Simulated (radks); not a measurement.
Results of a calculation; reference values are marked as such.
Species: Si12+. Configuration: [He]. Code: a radial shooting solver on a logarithmic mesh with Libxc functionals. Model: scalar-relativistic Kohn-Sham, LDA (Slater exchange, VWN5 correlation), spin-polarised, spherical densities, finite nucleus; Fermi nuclear charge, rms radius 3.1224 fm.

Normalised radial functions P(r) = r R(r), r in bohr:

r             1s       2s
0.008505  0.7798   0.2610
0.01143   1.0048   0.3358
0.01525   1.2687   0.4229
0.02034   1.5739   0.5221
0.02713   1.9071   0.6270
0.03618   2.2397   0.7240
0.04826   2.5237   0.7895
0.06437   2.6919   0.7872
0.08654   2.6664   0.6655
0.1154    2.3955   0.3848
0.154     1.8930  -0.0738
0.2053    1.2616  -0.6602
0.2739    0.6703  -1.2259
0.3653    0.2634  -1.5488
0.4872    0.0693  -1.4600
0.655     0.0101  -0.9951
0.8736    0.0007  -0.4692
1.165     0.0000  -0.1373
1.554     0.0000  -0.0215

1s: eigenvalue -2343.7 eV, 0 radial nodes, <r> = 0.110 bohr, 90 % of the charge inside 0.196 bohr. 2s (empty): eigenvalue -534.49 eV, 1 radial node at r = 0.148 bohr, <r> = 0.461 bohr, 90 % of the charge inside 0.704 bohr.
